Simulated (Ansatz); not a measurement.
Consider the cleavage of the Si–B bond: `[SiH3]B([SiH3])[SiH3]` + `[OH][Ga]([OH])[SH]` → `[OH][Ga]([SH])[O][SiH3]` + `[SiH3]B[SiH3]`.

Program: Ansatz. Geometries: PBE0-D4/def2-TZVP. ΔE: electronic, gas phase. CCSD(T)/CBS is the MP2 limit (def2-TZVPP, def2-QZVPP) plus CCSD(T) − MP2 in def2-TZVPP, frozen cores. DFT in def2-TZVPP. B3LYP here is the variant with VWN-RPA as its local correlation; programs differ in this. For Ga outer-core shells are correlated without core-valence functions, which leaves a few kJ/mol of doubt a bond. Scalar relativity is left out up to krypton. One conformer a species, not always the lowest.

`[SiH3]B([SiH3])[SiH3]`:

Cartesian coordinates in Å:
```
Si -1.532 0.709 -1.096
B 0.009 0.061 0.001
Si 1.896 0.173 -0.650
Si -0.357 -0.824 1.756
H -2.726 1.070 -0.284
H -1.218 1.839 -2.012
H -1.892 -0.479 -1.931
H 2.903 0.181 0.447
H 2.076 -1.095 -1.423
H 2.177 1.314 -1.563
H 0.668 -1.822 2.169
H -0.299 0.320 2.720
H -1.705 -1.448 1.865
```

`[OH][Ga]([OH])[SH]`:

```xyz
7

O    -1.050   -1.048    1.129
Ga   -0.058   -0.034    0.055
O     1.280   -0.838   -0.789
S    -0.394    2.100   -0.269
H    -1.765   -0.587    1.573
H     1.343   -1.773   -0.579
H     0.644    2.180   -1.120
```

`[OH][Ga]([SH])[O][SiH3]`:

```xyz
10

O     0.674    2.006    1.095
Ga    1.195    0.431    0.467
S     3.266   -0.205    0.622
O     0.008   -0.649   -0.303
Si   -1.588   -0.609   -0.637
H    -0.263    2.175    0.969
H     2.993   -1.371    0.011
H    -1.807   -0.719   -2.103
H    -2.196    0.673   -0.167
H    -2.282   -1.732    0.046
```

`[SiH3]B[SiH3]`:

Cartesian coordinates in Å:
```
Si -0.334 1.566 0.793
B -0.330 -0.424 0.545
Si 0.367 -1.378 -1.076
H 0.942 1.867 1.512
H -1.458 2.049 1.643
H -0.334 2.339 -0.478
H -0.662 -1.097 1.479
H 1.786 -1.717 -0.745
H 0.374 -0.554 -2.315
H -0.351 -2.652 -1.356
```

| level | ΔE (eV) |
| --- | --- |
| ωB97M-V | -1.04 |
| PBE0 | -0.88 |
| B3LYP | -1.06 |
| SCS-MP2/def2-TZVPP | -1.16 |
| CCSD(T)/def2-TZVPP | -1.04 |
| HF/def2-QZVPP | -1.40 |
| MP2/def2-QZVPP | -1.09 |
| CCSD/CBS(def2) | -1.07 |

Task: What does CCSD(T)/CBS give? (Estimate.)

Result: Ansatz gave: -1.03 eV. The listed levels differ from it by -0.01, 0.15, -0.03, -0.13, -0.01, -0.37, -0.06, -0.04 eV.

Largest T1 diagnostic among the species: 0.015.

In def2-TZVPP, CCSD(T) changes the Hartree–Fock value by +0.33 eV (the triples alone add +0.05 eV) and MP2 by +0.28 eV. From PBE to PBE0 (25 % exact exchange), in def2-TZVPP and without D4, ΔE moves by −0.10 eV. The D4 term adds +0.04 eV with B3LYP and +0.02 eV with PBE0; it sums over pairs of atoms, weighted by their polarisabilities, and B3LYP, whose exchange is more repulsive, gets the larger term.
